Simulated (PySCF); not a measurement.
Start geometry of Si(vinyl)3(NHMe) (`C=C[Si](C=C)(C=C)NC`) from a GFN2-xTB structure with every atom displaced at random (by about 0.03 Å) (Å):
```
atom  x, y, z in Å
Si1   -0.0750    0.0043   -0.1137
C2    -0.1087    0.3830    1.7413
C3    -1.0205   -0.1147    2.5850
H4     0.8027    1.0293    2.1261
H5    -1.7817   -0.7597    2.2586
H6    -0.9194    0.0935    3.6665
C7     1.6675    0.0152   -0.7685
C8     2.6125    0.9406   -0.5102
H9     1.8937   -0.7782   -1.3751
H10    2.3590    1.7552    0.1838
H11    3.5405    0.8672   -0.8721
C12   -1.1246    1.4510   -0.9348
C13   -0.6991    2.4793   -1.6682
H14   -2.2685    1.4307   -0.8113
H15    0.4374    2.4932   -1.7877
H16   -1.2112    3.2738   -2.0632
N17   -0.8772   -1.3686   -0.6118
C18   -0.4686   -2.6771   -0.1211
H19   -1.8818   -1.4157   -0.7784
H20   -0.7712   -3.4449   -0.8540
H21    0.5904   -2.6712   -0.0463
H22   -0.8602   -3.0314    0.7983
```

Q: What comes out of this run: PySCF, PBE0-D3(BJ)/def2-SVP geometry optimisation, gas phase?

A: 
```
atom  x, y, z in Å
Si1   -0.1956    0.2510   -0.1455
C2    -0.0486    0.5389    1.7010
C3    -0.7847   -0.1335    2.5937
H4     0.6385    1.3118    2.0713
H5    -1.4932   -0.9050    2.2699
H6    -0.7210    0.0552    3.6717
C7     1.5263    0.2489   -0.8902
C8     2.6587    0.1936   -0.1779
H9     1.6159    0.2349   -1.9861
H10    2.6486    0.1905    0.9184
H11    3.6479    0.1450   -0.6480
C12   -1.2253    1.5826   -0.9634
C13   -0.7286    2.5229   -1.7756
H14   -2.3017    1.6093   -0.7423
H15    0.3379    2.5624   -2.0261
H16   -1.3568    3.3014   -2.2240
N17   -1.0503   -1.2398   -0.4036
C18   -0.5151   -2.5436   -0.0922
H19   -1.7335   -1.2446   -1.1525
H20    0.0661   -3.0012   -0.9164
H21    0.1624   -2.4712    0.7730
H22   -1.3120   -3.2544    0.1879
```

The energy falls by 28.5 kcal/mol over 31 energy and gradient evaluations, the largest force component goes from 0.0944 to 1.6e-04 Eh/bohr, and the atoms move by 0.635 Å rms after alignment. The bond that changes most is C8–H11 (ends: carbon bonded to C and 2 H; hydrogen on carbon), which lengthens by 0.098 Å. Bonds longer at the end by more than 0.005 Å: 9 of 21; shorter: 9. Among the angles that change most is C12–C13–H15, from 112.6° to 121.7°. Among the dihedrals that turn most is Si1–N17–C18–H21, from -37° to 31°. Rotational constants go from 1397, 1020, 959.2 to 1378, 1059, 977.4 MHz. The orientation of the end geometry is arbitrary; only internal coordinates are fixed.

The run used 195 basis functions and 226 SCF cycles in all.

Whether it is a minimum is left open (no frequencies). The numbers are those of one conformer.
